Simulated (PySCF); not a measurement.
# Diatomics of N with group 13

r²SCAN with double-zeta basis sets in PySCF, for the lowest determinant that a PBE0 search found; no spin–orbit coupling. De refers to high-spin ground-configuration atoms. A positive dipole means M(−)N(+).

```json
{"M": "B", "basis": "x2c-SVPall", "state (unpaired electrons)": "triplet (σ ↑, π ↑)", "Re (Å)": "1.323", "ωe (cm⁻¹)": "1597", "De (eV)": "4.94", "μ (D)": "-1.94"}
{"M": "Al", "basis": "def2-SVPD", "state (unpaired electrons)": "triplet (π ↑↑)", "Re (Å)": "1.946", "ωe (cm⁻¹)": "611", "De (eV)": "2.55", "μ (D)": "-1.23"}
{"M": "Ga", "basis": "aug-cc-pVDZ-PP/aug-cc-pVDZ", "state (unpaired electrons)": "triplet (π ↑↑)", "Re (Å)": "2.029", "ωe (cm⁻¹)": "488", "De (eV)": "2.12", "μ (D)": "-1.90"}
{"M": "In", "basis": "x2c-SVPall", "state (unpaired electrons)": "triplet (π ↑↑)", "Re (Å)": "2.215", "ωe (cm⁻¹)": "452", "De (eV)": "1.75", "μ (D)": "-2.00"}
{"M": "Tl", "basis": "def2-SVP", "state (unpaired electrons)": "triplet (π ↑↑)", "Re (Å)": "2.336", "ωe (cm⁻¹)": "395", "De (eV)": "1.47", "μ (D)": "-2.79"}
```

The shortest bond is that of BN (1.323 Å), the longest that of TlN (2.336 Å). BN is bound most strongly (4.94 eV) and TlN least (1.47 eV).

The rows differ in basis set, which adds steps of its own.

The state changes along the series, so neighbouring rows are not always alike in their bonding.

These are scalar-relativistic numbers at best; spin–orbit coupling would shift them, the dissociation energy most. States were picked by a PBE0 search and need not be the measured ground states.
